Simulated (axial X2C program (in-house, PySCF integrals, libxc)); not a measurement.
# InSn⁻: from the spin-free to the two-component result

Calculated with an in-house all-electron X2C program for linear molecules (integrals from PySCF). Spin-free means the one-electron spin-free X2C Hamiltonian; two-component (2c) means X2C with spin–orbit coupling and atomic mean-field two-electron Coulomb and Gaunt terms, so the difference of the two also holds small scalar two-electron terms. Basis: Sn dyall-av3z [12s13p10d2f], In dyall-av3z [12s13p10d2f] (cores contracted in-house); Gaussian nuclei, density fitting, unrestricted open shells. Masses: Sn 119.902 u, In 114.904 u.

Spin-free state: M_S = 1, Λ = 0 (beyond evenly filled blocks: π+α, π-α); fragments Sn- + In.

| level | Re (Å) | ωe (cm⁻¹) | De (eV) | μ (D) |
| --- | --- | --- | --- | --- |
| r2SCAN0 | 2.835 | 159.6 | 1.743 | 0.83 |

Dipoles are positive if In is the positive end and refer to the centre of mass.

Two-component determinant lowest at the distance of the search:

Ω = 1 (⟨Sz⟩ = 1.01, ⟨Lz⟩ = -0.01 at r2SCAN0); fragments Sn- + In.

```tsv
level	Re (Å)	ωe (cm⁻¹)	μ (D)
r2SCAN0	2.837	158.2	0.80
```

Task: From the two tables, how do the constants change at the r2SCAN0 level (2c against spin-free)?

Result: At the r2SCAN0 level Re goes up by 0.002 Å and ωe drops by 1.4 cm⁻¹.

Occupations by symmetry block were frozen at the best pattern of an incomplete PBE0 search. Dissociation energies refer to the lowest single-determinant-based atoms at the same level and basis. De is not given where an atomic determinant may have missed its ground term or J level, or where the truncated virtual space spoils (T). Density functionals use the spin component along the axis (collinear). Other states lie close and PBE0, whose exact exchange favours high spin, may order them wrongly; the determinant shown need not be the ground state. The nearest other spin-free determinant of the search, M_S = 1, Λ = 1, lies 0.14 eV up at the distance of the search. Without a current term, density functionals place determinants with orbital angular momentum somewhat too high. With several unpaired electrons one determinant need not be a pure state. Open-shell Ω = 0 determinants with evenly filled partner blocks cannot be reached by this program, so the Ω shown need not be the lowest component. This is the Ω = 1 component of a π² triplet; the 0⁺ component is not one determinant and can lie lowest. The highest occupied level of some functionals is positive through self-interaction error; at Hartree–Fock it is bound.
